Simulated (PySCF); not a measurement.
**C7H10FNSi: full NMR table**

```yaml
Formula: C7H10FNSi
SMILES: C#C[Si@@](F)(C#CC)N(C)C
Point_group_of_the_computed_structure: C1
Degrees_of_unsaturation: 4
Carbon_signals: 6
Proton_signals: 3
```

Numbering as in the mapped SMILES `[CH:1]#[C:2][Si@@:3]([F:4])([C:5]#[C:6][CH3:7])[N:8]([CH3:9])[CH3:10]`; H(Xn) means a hydrogen on atom n.

Theoretical values (PySCF 2.14): shieldings: GIAO PBE0/pcSseg-1, GFN2-xTB structure. No solvent, non-relativistic, one conformer, rapidly exchanging positions averaged.

References, each an isolated molecule treated in the same way: ¹H (σref 31.72), ¹³C (σref 186.93), ²⁹Si (σref 349.16) against TMS; ¹⁹F (σref 170.95) against CFCl3; NH3 for ¹⁵N (σref 267.73).

```tsv
carbon	δC, type	δH (multiplicity)	HMBC from (2–3 bonds)	span of the C tensor (ppm)
C1	98.7, CH	1.76 (s)	–	255
C2	88.1, C	–	H(C1)	289
C5	84.2, C	–	H(C7)	255
C6	109.5, C	–	H(C7)	282
C7	5.6, CH3	2.05 (s)	–	25
C9/C10	37.9, CH3	2.67 (s)	H(C9)/H(C10)	61
```

Other nuclei:
| atoms | nucleus | environment | δ (ppm) | σ (ppm) |
| --- | --- | --- | --- | --- |
| F4 | ¹⁹F | fluorine bonded to Si | -164.8 | 335.8 |
| Si3 | ²⁹Si | silicon bonded to 2 C, F, N | -62.7 | 411.9 |
| N8 | ¹⁵N | nitrogen bonded to 2 C, Si | 34.1 | 233.7 |

- Carbon types of the structure: 3 × C, 1 × CH, 3 × CH3, which accounts for all hydrogens.
- δC 109.5, 88.1, 84.2: alkyne carbon.
- δC 98.7: terminal alkyne carbon; sp carbons lie upfield of alkene carbons because the cylindrical π system leaves one tensor component strongly shielded.
- δC 37.9: methyl carbon bonded to N; the inductive effect lowers its shielding.
- δC 5.6: propargylic methyl carbon; a saturated carbon with 1 carbon neighbour and no heteroatom attached.
- δH 1.76: hydrogen on a terminal alkyne carbon; it lies on the axis of the triple bond, in its shielding cone.

Splittings by ¹⁹F in the carbon and heteronuclear signals aren't shown, as no couplings were computed. Shifts are as computed. Against solution values, carbons near 30 ppm lie about +3 ppm off and those near 130 ppm about +5 ppm. Of 1309 compounds with measured shifts, 239 miss one by over three times the rms of a fit or turn the order of signals round; such compounds aren't used in these exercises. Unscaled 19F shifts against computed CFCl3 carry errors that often reach 10 to 50 ppm. Experimental scales use liquid or dissolved standards, which lie at an offset from isolated NH3 (liquid NH3: subtract about 20 ppm). Multiplicities follow the n + 1 count of equivalent neighbours, as no J values were calculated; m marks all less simple cases, F and P coupling included.
